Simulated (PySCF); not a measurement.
A structure optimised at B3LYP-D3(BJ)/def2-SVP, used in a PySCF frequency run:

```xyz
7

W      0.1415    -0.1089    -0.1187
O      1.8144    -0.3649     0.1148
N     -0.4599    -1.1266    -1.4182
H     -0.2480    -1.8146    -2.1399
Cl    -0.2773     2.0960    -0.6456
S     -0.9222    -0.8530     1.8534
H     -2.0492    -1.3036     1.2525
```
Charge 0, spin multiplicity 1.

**Question.** Write its SMILES and formula.

**Answer.** [NH]=[W](=[O])([SH])[Cl], ClH₂NOSW

**Question.** What are its rotational constants (standard atomic weights)?

**Answer.** 2.5533, 1.5333, 1.2772 GHz
